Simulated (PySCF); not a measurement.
A structure optimised at PBE0-D3(BJ)/def2-SVP, used in a PySCF frequency run:

```
B
N 1 1.4049
H 2 1.0088 1 122.03
H 2 1.0103 3 114.53 1 180.00
N 1 1.4049 2 125.26 3 180.00
H 5 1.0088 1 122.03 2 180.00
H 5 1.0103 6 114.53 1 180.00
Br 1 1.9570 2 117.37 3 0.00
```

**Question.** Write its SMILES, formula and point group.

**Answer.** NB(N)Br, BBrH4N2, C2v

**Question.** What are its rotational constants (standard atomic weights)?

**Answer.** 8.9714, 2.8803, 2.1803 GHz
